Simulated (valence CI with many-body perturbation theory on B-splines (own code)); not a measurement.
## Tc XXXI: electric-dipole lines

Level of theory: valence CI with perturbative core correlation (CI+MBPT): three valence electrons over a frozen Dirac-Fock core [Ne], radial functions for each j: 11 s, 11 p, 10 d, 8 f, 5 g, 2 h, with the one-electron correlation potential Σ1 (screened to all orders), the two-electron term Σ2, the three-electron term Σ3, Breit, model QED; selected single and double excitations, second order for the rest, scaled by the run's own slope (own B-spline code, finite nucleus).

No measured spectrum was set against this ion. As an estimate, large intervals hold to a few tenths of a per cent, small ones and those within an open d or f shell to about a per cent.

Lines 51 to 100 of 582 in falling wavelength, among levels below 835.47 eV, chosen from the strongest by gf and those to the six lowest levels. Wavelengths and rates use the calculated energies. Electric multipoles are in the length gauge with retardation, E1 and E2 with the static RPA response of the core. Weak lines are less certain than strong ones. Lines between different terms over intervals too small for the method are left out, as are lines whose strength nearly cancels. The highest levels of a list are the least certain.

Names give the largest LS component (configuration and term), which can be under half, so a name can repeat, a term be missing and a line seem to break the LS rules; names also repeat where a configuration has a term twice. Letters in brackets count levels of one name in rising energy.

```csv
λ vac (nm),Upper,Lower,A (s⁻¹),log gf,Branch %
13.73,3p2 3d 2D_5/2 [a],3s 3p 3d 4D°_7/2,1.38e+10,-0.63,9.2
13.72,3p 3d2 4F°_5/2,3s 3d2 4F_3/2 [b],6.80e+09,-0.94,3.8
13.64,3p2 3d 4P_3/2,3s 3p 3d 4D°_5/2,1.53e+10,-0.77,8.8
13.54,3p2 3d 4F_3/2,3s 3p 3d 4F°_3/2,1.16e+10,-0.89,21.8
13.50,3p 3d2 2G°_9/2 [a],3s 3d2 2G_7/2,1.90e+10,-0.28,15.6
13.44,3p 3d2 2P°_3/2 [b],3s 3d2 2S_1/2,1.83e+10,-0.70,12.4
13.43,3p2 3d 4F_9/2 [b],3s 3p 3d 2F°_7/2 [a],1.17e+10,-0.50,16.4
13.35,3s 3p2 2D_5/2,3s2 3p 2P°_3/2,3.68e+09,-1.23,100.0
13.35,3d3 2G_7/2,3p 3d2 2F°_5/2 [b],1.52e+10,-0.49,8.2
13.23,3p 3d2 2H°_11/2,3s 3d2 2G_9/2,5.57e+10,0.24,71.8
13.21,3p 3d2 4G°_11/2,3s 3d2 4F_9/2,3.13e+10,-0.01,47.2
13.19,3p2 3d 2F_7/2 [b],3s 3p 3d 2F°_7/2 [b],5.78e+09,-0.92,3.3
13.16,3p3 2D°_3/2,3s 3p2 4P_3/2,6.45e+09,-1.17,13.3
12.97,3p3 4S°_3/2,3s 3p2 2D_3/2,1.53e+09,-1.81,1.7
12.95,3s 3p 3d 4F°_5/2 [b],3s 3p2 2D_3/2,8.32e+08,-1.90,4.0
12.90,3d3 2G_9/2,3p 3d2 2G°_7/2 [b],5.80e+10,0.16,41.3
12.88,3p 3d2 2G°_9/2 [b],3s 3d2 2F_7/2,7.27e+10,0.26,33.9
12.87,3p 3d2 2F°_5/2 [a],3s 3d2 2D_3/2,1.28e+10,-0.72,6.0
12.82,3p 3d2 2F°_7/2 [a],3s 3d2 2D_5/2,7.54e+09,-0.83,4.8
12.80,3p 3d2 4F°_7/2,3p2 3d 2F_7/2 [b],8.93e+09,-0.76,6.1
12.79,3p 3d2 4D°_7/2 [c],3p2 3d 2D_5/2 [b],6.21e+09,-0.91,3.7
12.78,3p 3d2 2D°_5/2 [c],3s 3d2 2P_3/2,4.82e+10,-0.15,21.4
12.73,3p 3d2 2F°_7/2 [a],3s 3d2 2G_9/2,2.30e+10,-0.35,14.7
12.71,3p2 3d 2D_5/2 [c],3s 3p 3d 2D°_5/2 [b],1.47e+10,-0.67,6.6
12.69,3p2 3d 4D_7/2,3s 3p 3d 2D°_5/2 [a],1.40e+10,-0.57,15.6
12.68,3p 3d2 4D°_5/2 [c],3s 3d2 4P_3/2,7.09e+09,-0.99,4.8
12.66,3d3 2P_3/2,3p 3d2 2D°_5/2 [c],1.52e+10,-0.83,7.7
12.65,3d3 2F_7/2,3p 3d2 2D°_5/2 [c],3.57e+10,-0.16,19.4
12.63,3p 3d2 4F°_9/2,3s 3d2 4F_9/2,1.47e+10,-0.45,9.8
12.62,3p 3d2 2F°_5/2 [b],3p2 3d 2F_5/2 [c],1.09e+10,-0.80,5.8
12.61,3d3 2G_7/2,3p 3d2 2D°_5/2 [b],1.18e+10,-0.65,6.4
12.58,3p 3d2 4P°_5/2,3p2 3d 2D_5/2 [b],1.11e+10,-0.80,7.7
12.53,3p2 3d 2F_7/2 [a],3s 3p 3d 4F°_7/2,6.58e+09,-0.91,14.3
12.52,3s 3d2 2D_5/2,3s 3p 3d 2P°_3/2 [b],8.45e+09,-0.92,4.5
12.52,3p 3d2 4D°_5/2 [c],3p2 3d 2P_3/2 [b],1.44e+10,-0.69,9.7
12.51,3p 3d2 4G°_7/2,3p2 3d 4D_5/2,6.28e+09,-0.93,13.1
12.48,3s 3p 3d 4F°_3/2,3s 3p2 4P_5/2,5.31e+09,-1.30,37.8
12.41,3d3 2H_11/2,3p 3d2 2G°_9/2 [b],8.08e+10,0.35,62.0
12.38,3p2 3d 2G_7/2,3s 3p 3d 2F°_5/2 [a],3.61e+10,-0.18,60.5
12.35,3p 3d2 2P°_1/2 [b],3s 3d2 2S_1/2,3.97e+10,-0.74,14.0
12.34,3p 3d2 2F°_7/2 [a],3p2 3d 2D_5/2 [c],3.08e+10,-0.25,19.7
12.34,3p2 3d 4F_7/2,3s 3p 3d 4P°_5/2,2.33e+10,-0.37,35.1
12.33,3d3 2F_5/2,3p 3d2 2D°_3/2 [c],5.10e+10,-0.16,25.6
12.29,3p 3d2 2F°_7/2 [b],3s 3d2 2D_5/2,4.08e+10,-0.13,18.4
12.29,3p 3d2 4D°_7/2 [c],3s 3d2 4P_5/2,3.06e+10,-0.26,18.1
12.27,3p 3d2 2D°_3/2 [c],3s 3d2 2P_1/2,6.82e+10,-0.21,25.1
12.24,3d3 2H_9/2,3p 3d2 2F°_7/2 [b],5.41e+10,0.08,33.2
12.24,3p2 3d 2D_3/2 [b],3s 3p 3d 2P°_3/2 [b],1.41e+10,-0.90,5.7
12.22,3s 3p 3d 4F°_5/2 [a],3s 3p2 4P_5/2,6.20e+07,-3.08,1.8
12.21,3p 3d2 4F°_9/2,3s 3d2 4F_7/2,2.17e+10,-0.31,14.5
```
